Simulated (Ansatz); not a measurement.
**Molecular dynamics of C₂H₉InO**

input.yaml

```yaml
crystal:
  periodic: [false, false, false]
  atoms:
    - { symbol: In, position_ang: [-0.07879, 0.025658, 0.087685] }
    - { symbol: H, position_ang: [1.927008, -0.623746, 0.432909] }
    - { symbol: C, position_ang: [0.06918, 2.054779, -0.612055] }
    - { symbol: C, position_ang: [-1.275848, -1.166589, 1.407199] }
    - { symbol: H, position_ang: [1.653339, -1.03645, -0.406633] }
    - { symbol: O, position_ang: [0.784309, -1.351685, -1.373119] }
    - { symbol: H, position_ang: [1.128068, 2.341492, -0.682554] }
    - { symbol: H, position_ang: [-0.387624, 2.139929, -1.609641] }
    - { symbol: H, position_ang: [-0.444729, 2.747574, 0.068933] }
    - { symbol: H, position_ang: [-1.046759, -0.925801, 2.455291] }
    - { symbol: H, position_ang: [-2.347727, -0.993605, 1.233034] }
    - { symbol: H, position_ang: [-1.043462, -2.224212, 1.221436] }
    - { symbol: H, position_ang: [1.062835, -0.987345, -2.222386] }
magnetization:
  spin_polarized: true
basis:
  gaussian: { orbitals: def2-SVP }
hamiltonian:
  xc: pbe0
  dispersion: d4
md:
  timestep: 0.5
  n_steps: 200
  ensemble: nve
  temperature: 100.0
  initial_velocities: maxwell_boltzmann
  seed: 9214
```

Launched with:

```bash
$ ansatz run input.yaml --threads 4 --pin off --max-ram 5120MiB --backend cpu --events-out ev --progress --plain --runs-dir out
```

It starts at the highest image of a converged band, a first-order saddle point between two minima.

Output, in part (step lines, the closing report, with atoms numbered from 0):

```
md step     0: t =     0.00 fs  T =   100.0 K  F+E_penalty+E_count = -9432.34130018 eV  E_kin = 0.142186 eV  conserved = -9432.19911418 eV  (28 SCF iters)
md step     1: t =     0.50 fs  T =    96.0 K  F+E_penalty+E_count = -9432.33554957 eV  E_kin = 0.136543 eV  conserved = -9432.19900688 eV  (26 SCF iters)
md step     2: t =     1.00 fs  T =    85.5 K  F+E_penalty+E_count = -9432.32017825 eV  E_kin = 0.121501 eV  conserved = -9432.19867703 eV  (26 SCF iters)
md step     3: t =     1.50 fs  T =    71.8 K  F+E_penalty+E_count = -9432.30038914 eV  E_kin = 0.102144 eV  conserved = -9432.19824559 eV  (26 SCF iters)
md step     4: t =     2.00 fs  T =    59.8 K  F+E_penalty+E_count = -9432.28291697 eV  E_kin = 0.085028 eV  conserved = -9432.19788911 eV  (26 SCF iters)
md step     5: t =     2.50 fs  T =    53.1 K  F+E_penalty+E_count = -9432.27330805 eV  E_kin = 0.075552 eV  conserved = -9432.19775560 eV  (26 SCF iters)
md step     6: t =     3.00 fs  T =    53.3 K  F+E_penalty+E_count = -9432.27365450 eV  E_kin = 0.075766 eV  conserved = -9432.19788814 eV  (26 SCF iters)
md step     7: t =     3.50 fs  T =    58.9 K  F+E_penalty+E_count = -9432.28193233 eV  E_kin = 0.083726 eV  conserved = -9432.19820649 eV  (27 SCF iters)
[... lines left out ...]
Total energy: -9432.79265897 eV, -346.6487364408 hartree
Atom 0 at     0.065768     0.098367     0.325593 Å, force     0.039802    -0.105999    -0.247334 eV/Å
Atom 1 at     1.753263    -0.249244     0.783046 Å, force    -0.371656     0.035009    -0.140989 eV/Å
Atom 2 at    -0.464668     1.801769    -0.945389 Å, force     0.256786     0.247007    -0.195505 eV/Å
Atom 3 at    -1.699438    -1.021193     0.944276 Å, force     0.294361     0.548190    -0.678300 eV/Å
Atom 4 at     1.615728    -1.708012    -1.690959 Å, force    -2.046895    -0.135404    -0.998849 eV/Å
Atom 5 at     0.712584    -1.718918    -2.163720 Å, force     2.682494     0.544138    -0.146861 eV/Å
Atom 6 at     0.161712     2.704668    -0.777488 Å, force    -0.205363    -0.302429     0.052792 eV/Å
Atom 7 at    -0.286007     1.495902    -2.004076 Å, force    -0.256765     0.088132     0.417002 eV/Å
Atom 8 at    -1.532191     2.074734    -0.799235 Å, force     0.367807    -0.141597    -0.164995 eV/Å
Atom 9 at    -2.319058    -0.427393     1.605252 Å, force    -0.276216     0.418827     0.443007 eV/Å
Atom 10 at    -2.268471    -1.139529     0.014276 Å, force    -0.107879    -0.144271    -0.138507 eV/Å
Atom 11 at    -1.539674    -1.983328     1.393311 Å, force     0.249162    -0.798570     0.334620 eV/Å
Atom 12 at     0.996495    -1.500988    -3.096700 Å, force    -0.625639    -0.253033     1.463920 eV/Å
Dipole moment:     0.307241    -0.032118    -0.324203 e Å
```

The steps, from the saved trajectory:

| time (fs) | T (K) | potential energy less start (eV) | conserved less start (meV/atom) |
| --- | --- | --- | --- |
| 0.0 | 100 | 0.000 | 0.00 |
| 3.0 | 53 | 0.068 | 0.09 |
| 6.0 | 63 | 0.053 | 0.05 |
| 9.0 | 68 | 0.047 | 0.07 |
| 12.0 | 122 | -0.030 | 0.07 |
| 15.0 | 228 | -0.183 | -0.04 |
| 18.0 | 238 | -0.195 | 0.10 |
| 21.0 | 347 | -0.351 | -0.02 |
| 24.0 | 364 | -0.375 | 0.03 |
| 27.0 | 373 | -0.387 | 0.15 |
| 30.0 | 403 | -0.430 | 0.02 |
| 33.0 | 400 | -0.427 | -0.05 |
| 36.0 | 323 | -0.316 | 0.15 |
| 39.0 | 355 | -0.361 | 0.05 |
| 42.0 | 429 | -0.470 | -0.12 |
| 45.0 | 353 | -0.359 | 0.10 |
| 48.0 | 386 | -0.406 | 0.06 |
| 51.0 | 462 | -0.517 | -0.14 |
| 54.0 | 431 | -0.471 | -0.04 |
| 57.0 | 398 | -0.422 | 0.10 |
| 60.0 | 492 | -0.560 | -0.15 |
| 63.0 | 479 | -0.540 | -0.09 |
| 66.0 | 409 | -0.438 | 0.13 |
| 69.0 | 490 | -0.556 | -0.10 |
| 72.0 | 489 | -0.554 | -0.11 |
| 75.0 | 385 | -0.404 | 0.12 |
| 78.0 | 428 | -0.467 | -0.01 |
| 81.0 | 480 | -0.541 | -0.11 |
| 84.0 | 409 | -0.439 | 0.09 |
| 87.0 | 441 | -0.485 | 0.03 |
| 90.0 | 489 | -0.554 | -0.10 |
| 93.0 | 432 | -0.471 | 0.03 |
| 96.0 | 392 | -0.414 | 0.09 |
| 99.0 | 464 | -0.520 | -0.12 |

The run went to its last step. The conserved energy stayed within 0.2 meV per atom of its start (net change 0.04 meV per atom), so the integration is sound. The kinetic energy rose, since the run started high on the potential surface and went downhill. It ends in pieces (C2H7In + H2O), so much of that is their flight and rotation, not heat. A run of 0.1 ps of so small a system gives no equilibrium averages. The orbitals stay closed-shell, which can raise the energy where a bond breaks towards radicals; this wasn't checked here.

Between its relaxed ends the band would form H2–H5 and break In1–H2, H5–O6. These pairs go: H2–H5 0.97 → 2.88 Å, In1–H2 2.14 → 1.78 Å, H5–O6 1.34 → 1.02 Å. In the last frame they stand as before the step (other bonds may differ from the relaxed reactants and products). Also parted: In1–H5 2.09 → 3.12 Å, In1–O6 2.19 → 3.15 Å. It ends as C2H7In + H2O. Pairs count as bonded within 1.25 times the sum of covalent radii (0.12 Å more for H–H).

Last frame:

```xyz
13
Properties=species:S:1:pos:R:3
In 0.066 0.098 0.326
H 1.753 -0.249 0.783
C -0.465 1.802 -0.945
C -1.699 -1.021 0.944
H 1.616 -1.708 -1.691
O 0.713 -1.719 -2.164
H 0.162 2.705 -0.777
H -0.286 1.496 -2.004
H -1.532 2.075 -0.799
H -2.319 -0.427 1.605
H -2.268 -1.139 0.014
H -1.540 -1.983 1.393
H 0.997 -1.501 -3.097
```

Time of the run: 14 min on 4 threads of Arm Neoverse N1, with other jobs on the host, peak memory 0.38 GiB.
